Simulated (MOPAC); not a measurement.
Input file for MOPAC: PM6 on GaH4NO2 (SMILES [NH2][Ga]([OH])[OH]), a point of a torsion scan.

```
PM6 1SCF PRECISE CHARGE=0 THREADS=1
GaH4NO2

N      1.64442598 1     0.11675480 1    -0.03815099 1
Ga    -0.18270152 1     0.01140113 1    -0.23784634 1
O     -1.19082273 1     1.38470934 1    -0.61716639 1
O     -0.94162489 1    -1.55298087 1    -0.14429429 1
H      2.04836944 1    -0.71132164 1     0.38487750 1
H      1.98201553 1     0.93370977 1     0.46032698 1
H     -1.07698427 1     1.95559129 1    -1.37254386 1
H     -1.88250237 1    -1.62251609 1    -0.30362868 1
```

It printed:

```
*******************************************************************************
 **                                                                           **
 **                              MOPAC v23.2.5                                **
 **                                                                           **
 *******************************************************************************
 ** MOPAC's Digital Object Identifier: https://doi.org/10.5281/zenodo.6511958 **
 **                                                                           **
 ** Please cite the open-source release paper for use of this MOPAC version:  **
 ** J. E. Moussa and J. J. P. Stewart (2026)                                  **
 ** MOPAC: An open-source semiempirical molecular orbital program             **
 ** J. Open Source Softw., 11(119), 8025, https://doi.org/10.21105/joss.08025 **
 *******************************************************************************

                              PM6 CALCULATION RESULTS

 *******************************************************************************
 *  PM6        - The PM6 Hamiltonian to be used
 *
 *
 *
 *                 CHARGE ON SYSTEM = 0
 *
 *
 *
 *  PRECISE    - TIGHTER CRITERIA TO BE USED
 *  1SCF       - DO 1 SCF AND THEN STOP
 *  THREADS=1  - MULTI-THREADING NOT USED
 *  T=         - A TIME OF 172800.0 SECONDS REQUESTED
 *  DUMP=N     - RESTART FILE WRITTEN EVERY 7200.0 SECONDS REQUESTED
 *******************************************************************************
PM6 1SCF PRECISE CHARGE=0 THREADS=1
 GaH4NO2

   ATOM   CHEMICAL          X               Y               Z
  NUMBER   SYMBOL      (ANGSTROMS)     (ANGSTROMS)     (ANGSTROMS)

     1       N          1.64442598  *   0.11675480  *  -0.03815099  *
     2      Ga         -0.18270152  *   0.01140113  *  -0.23784634  *
     3       O         -1.19082273  *   1.38470934  *  -0.61716639  *
     4       O         -0.94162489  *  -1.55298087  *  -0.14429429  *
     5       H          2.04836944  *  -0.71132164  *   0.38487750  *
     6       H          1.98201553  *   0.93370977  *   0.46032698  *
     7       H         -1.07698427  *   1.95559129  *  -1.37254386  *
     8       H         -1.88250237  *  -1.62251609  *  -0.30362868  *



          CARTESIAN COORDINATES

    NO.       ATOM           X           Y           Z

     1         N          1.6444      0.1168     -0.0382
     2        Ga         -0.1827      0.0114     -0.2378
     3         O         -1.1908      1.3847     -0.6172
     4         O         -0.9416     -1.5530     -0.1443
     5         H          2.0484     -0.7113      0.3849
     6         H          1.9820      0.9337      0.4603
     7         H         -1.0770      1.9556     -1.3725
     8         H         -1.8825     -1.6225     -0.3036

 General Reference for PM6:
 "Optimization of Parameters for Semiempirical Methods V: Modification of NDDO Approximations
 and Application to 70 Elements", J. J. P. Stewart, J. Mol. Mod., 13, 1173-1213 (2007)
 URL: https://link.springer.com/article/10.1007/s00894-007-0233-4

           Empirical Formula: H4 N O2 Ga  =     8 atoms



      MOLECULAR POINT GROUP   :   C1


      RHF CALCULATION, NO. OF DOUBLY OCCUPIED LEVELS = 12


 -------------------------------------------------------------------------------
 PM6 1SCF PRECISE CHARGE=0 THREADS=1
 GaH4NO2



     1SCF WAS SPECIFIED, SO BFGS WAS NOT USED
     SCF FIELD WAS ACHIEVED


                              PM6 CALCULATION
                                                       MOPAC v23.2.5 Linux




          FINAL HEAT OF FORMATION =        -80.41645 KCAL/MOL =    -336.46242 KJ/MOL


          COSMO AREA              =        105.14 SQUARE ANGSTROMS
          COSMO VOLUME            =         85.89 CUBIC ANGSTROMS

          IONIZATION POTENTIAL    =         10.519162 EV
          HOMO LUMO ENERGIES (EV) =        -10.519 -0.622
          NO. OF FILLED LEVELS    =         12
          MOLECULAR WEIGHT        =        119.7721         POINT GROUP:  C1

          MOLECULAR DIMENSIONS (Angstroms)

            Atom       Atom       Distance
            H     8    H     6     4.69600
            H     7    H     5     4.24164
            O     3    N     1     0.67796


          SCF CALCULATIONS        =          1





   ATOM   CHEMICAL          X               Y               Z
  NUMBER   SYMBOL      (ANGSTROMS)     (ANGSTROMS)     (ANGSTROMS)

     1       N          1.64442598  *   0.11675480  *  -0.03815099  *
     2      Ga         -0.18270152  *   0.01140113  *  -0.23784634  *
     3       O         -1.19082273  *   1.38470934  *  -0.61716639  *
     4       O         -0.94162489  *  -1.55298087  *  -0.14429429  *
     5       H          2.04836944  *  -0.71132164  *   0.38487750  *
     6       H          1.98201553  *   0.93370977  *   0.46032698  *
     7       H         -1.07698427  *   1.95559129  *  -1.37254386  *
     8       H         -1.88250237  *  -1.62251609  *  -0.30362868  *

                             CARTESIAN COORDINATES

   1    N        1.644425980     0.116754800    -0.038150990
   2   Ga       -0.182701520     0.011401130    -0.237846340
   3    O       -1.190822730     1.384709340    -0.617166390
   4    O       -0.941624890    -1.552980870    -0.144294290
   5    H        2.048369440    -0.711321640     0.384877500
   6    H        1.982015530     0.933709770     0.460326980
   7    H       -1.076984270     1.955591290    -1.372543860
   8    H       -1.882502370    -1.622516090    -0.303628680


           Empirical Formula: H4 N O2 Ga  =     8 atoms



      MOLECULAR POINT GROUP   :   C1


                  EIGENVALUES
 -30.46474 -29.30950 -28.77810 -19.98729 -18.31485 -16.63183 -15.70844 -13.75585
 -12.95181 -12.49952 -11.93338 -10.51916  -0.62246   0.61364   2.79273   2.88059
   5.23430   5.49705   5.70161   6.35518


              NET ATOMIC CHARGES AND DIPOLE CONTRIBUTIONS

  ATOM NO.   TYPE          CHARGE      No. of ELECS.   s-Pop       p-Pop
    1          N          -0.522263        5.5223     1.57054     3.95172
    2         Ga           0.609582        2.3904     1.05107     1.33935
    3          O          -0.660319        6.6603     1.72329     4.93703
    4          O          -0.587623        6.5876     1.75062     4.83700
    5          H           0.236190        0.7638     0.76381
    6          H           0.235987        0.7640     0.76401
    7          H           0.350899        0.6491     0.64910
    8          H           0.337546        0.6625     0.66245
 DIPOLE           X         Y         Z       TOTAL
 POINT-CHG.     1.478     0.649    -0.083     1.616
 HYBRID        -0.633     0.123     0.448     0.785
 SUM            0.845     0.772     0.365     1.201


          ATOMIC ORBITAL ELECTRON POPULATIONS

     Atom    s        px        py        pz
    1  N   1.57054   1.17955   1.18306   1.58911
    2 Ga   1.05107   0.53433   0.46488   0.34013
    3  O   1.72329   1.76771   1.56909   1.60022
    4  O   1.75062   1.41934   1.54998   1.86768
    5  H   0.76381
    6  H   0.76401
    7  H   0.64910
    8  H   0.66245

 **********************
 *                    *
 * JOB ENDED NORMALLY *
 *                    *
 **********************




 == MOPAC DONE ==
```

The run finished.

Cost: very roughly 0.020 core-seconds.
